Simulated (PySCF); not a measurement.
A structure optimised at PBE-D3(BJ)/def2-SVP, used in a PySCF frequency run:

```xyz
4

Ge     0.0000     0.0000     0.1148
O      0.0000     0.0000     1.7553
F      0.0000     1.3420    -0.9842
F      0.0000    -1.3420    -0.9842
```

### Question
Write its SMILES, formula and point group.

### Answer
[O]=[Ge]([F])[F], F2GeO, C2v

### Question
What are its rotational constants (standard atomic weights)?

### Answer
7.3849, 5.8058, 3.2504 GHz
